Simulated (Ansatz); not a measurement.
CH6BClOSi can be A, `BOC[SiH2]Cl`, or B, `CB[SiH](O)Cl`.

Calculated with Ansatz (gas phase, PBE0-D4/def2-TZVP geometries, no zero-point term in ΔE). CCSD(T)/CBS is the MP2 limit (def2-TZVPP, def2-QZVPP) plus CCSD(T) − MP2 in def2-TZVPP, frozen cores. DFT in def2-TZVPP. B3LYP here is the variant with VWN-RPA as its local correlation; programs differ in this. One conformer a species, not always the lowest.

(1) Which isomer does CCSD(T)/CBS put lower? Give the gap. (Estimate.)

(2) Give E(B) − E(A) in kJ/mol with ωB97M-V, r2SCAN-D4, HF/def2-TZVPP, PBE0-D4, B3LYP-D4, MP2/def2-TZVPP, CCSD/def2-TZVPP. (An estimate is asked.)

Largest T1 diagnostic: 0.013.

Answers

(1) The calculation gave: B, by 50.3 kJ/mol.

(2) Ansatz gave: ωB97M-V -45.3, r2SCAN-D4 -54.5, HF/def2-TZVPP -40.9, PBE0-D4 -52.9, B3LYP-D4 -44.2, MP2/def2-TZVPP -49.2, CCSD/def2-TZVPP -46.6. None reverses the order clearly.

In def2-TZVPP, CCSD(T) changes the Hartree–Fock value by −4.7 kJ/mol (the triples alone add +1.0 kJ/mol) and MP2 by −8.4 kJ/mol.
